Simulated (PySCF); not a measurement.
B(H)2(NHMe) (CH6BN), SMILES BNC. Atoms are numbered in the order given.

```xyz
9

B      0.2522     1.3582     0.0000
H     -0.3832     2.3680     0.0000
H      1.4464     1.3597     0.0000
N     -0.4183     0.1463     0.0000
C      0.1714    -1.1825     0.0000
H     -1.4276     0.1417     0.0000
H     -0.1262    -1.7507    -0.8853
H     -0.1262    -1.7507     0.8853
H      1.2558    -1.0883     0.0000
```
Charge 0, spin multiplicity 1.

Coordinates come from a B3LYP-D3(BJ)/def2-TZVP optimisation.

Computed with B3LYP/pcJ-1 (PySCF).

Isotropic couplings with Fermi-contact, spin-dipole and both spin-orbit terms, one fixed conformer, no vibrational averaging. Isotopes: 11B, 13C, 14N, 1H.

Computed spin–spin coupling constants:
```csv
pair,bonds apart,J (Hz)
B1–H2,1,138.3
B1–H3,1,137.0
B1–N4,1,21.1
N4–C5,1,7.8
N4–H6,1,59.2
C5–H7,1,140.1
C5–H8,1,140.1
C5–H9,1,142.0
B1–C5,2,1.3
H2–H3,2,8.9
H2–N4,2,2.5
H3–N4,2,1.3
N4–H7,2,-0.6
N4–H8,2,-0.6
C5–H6,2,2.5
H7–H8,2,-12.0
H7–H9,2,-13.6
H8–H9,2,-13.6
B1–H7,3,3.3
B1–H8,3,3.3
B1–H9,3,5.1
H2–C5,3,11.6
H2–H6,3,7.1
H3–C5,3,8.7
H3–H6,3,12.3
H6–H7,3,2.5
H6–H8,3,2.5
H6–H9,3,14.7
H2–H7,4,-1.1
H2–H8,4,-1.1
H2–H9,4,-0.5
H3–H7,4,-1.1
H3–H8,4,-1.1
H3–H9,4,-0.4
```
